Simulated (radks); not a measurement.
Species: Tb4+. Configuration: [Xe] 4f7.

All-electron calculation, scalar-relativistic Kohn-Sham, RPBE, spin-unpolarised, spherical densities, point nucleus. Program: a radial shooting solver on a logarithmic mesh with Libxc functionals.

Energy parts (eV):
total: -318541.12
kinetic: 342898.72
electron-nucleus: -775284.03
Hartree: 120767.77
exchange-correlation: -6923.58

Orbitals (lengths in bohr, moments of r in powers of bohr):
orbital  occ.  eigenvalue (eV)      <r^2>   <1/r>      <r^4>
1s          2        -51917.17  0.0006314   73.12  1.062e-06
2s          2        -8651.480   0.009887   16.97  0.0001681
2p          6        -7692.180   0.007989   15.80  0.0001262
3s          2        -1962.510    0.06545   6.238   0.006461
3p          6        -1666.769    0.06570   5.855   0.006788
3d         10        -1281.860    0.05509   5.554   0.005394
4s          2        -432.2194     0.3289   2.635     0.1570
4p          6        -334.5468     0.3710   2.422     0.2053
4d         10        -200.4892     0.4427   2.141     0.3170
4f          7         -54.2726     0.7681   1.635      1.381
5s          2         -93.1190      1.802   1.046      4.702
5p          6         -68.2196      2.356  0.9031      8.235

The highest occupied level is 4f at -54.273 eV. Summed over all electrons, <r^2> = 31.57 bohr^2, which gives a Langevin (diamagnetic) susceptibility term of -25 x 10^-6 cm^3/mol.
